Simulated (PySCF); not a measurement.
## Two-component Hartree-Fock for Ne²⁺ (neon, charge +2)

Start: [He] 2s2 2p4; 2p1/2 filled at m_j = +1/2; 2p3/2 filled at m_j = -1/2, +1/2, +3/2. Calculated with PySCF 2.14 in x2c-SVPall-2c with one added diffuse shell of s type (4s2p1d, 15 functions): generalised Hartree-Fock with the X2C-1e Hamiltonian and a Gaussian nucleus; one run each with spin-orbit coupling (SO) switched off, then screened by Boettger's factors. This is a chosen level, not necessarily the ground level.

| spinor shell | electrons | ε, spin-free (eV) | ε, screened SO (eV) | weight of nominal j (screened SO) | rms radius, screened SO (bohr) |
| --- | --- | --- | --- | --- | --- |
| 1s1/2 | 2 | -943.45 | -943.44 | 1.000 | 0.183 |
| 2s1/2 | 2 | -92.004 | -91.999 | 1.000 | 0.916 |
| 2p3/2 | 3 | -68.636 | -70.193 | 0.660 | 0.907 |
| 2p1/2 | 1 | -68.636 | -63.985 | 0.663 | 0.942 |

| quantity | spin-free | screened SO |
| --- | --- | --- |
| E (hartree) | -126.33048 | -126.33192 |
| M_J | 2 | 2 |
| ⟨J²⟩ | 6.004 | 6.004 |
| ⟨L²⟩ | 2.001 | 2.002 |
| ⟨S²⟩ | 2.003 | 2.002 |

Each row is a mean over spinors that exchange with the open shell spreads, by up to 12.697 eV (2s1/2).

Rows whose weight is well below 1 are mixtures of j = l ± 1/2: exchange outweighs spin-orbit coupling there, and the label is only the starting occupation.

Without spin-orbit coupling the j labels of p, d and f shells carry no meaning; the spin-free column gives the mean over the occupied spinors of each nl shell.
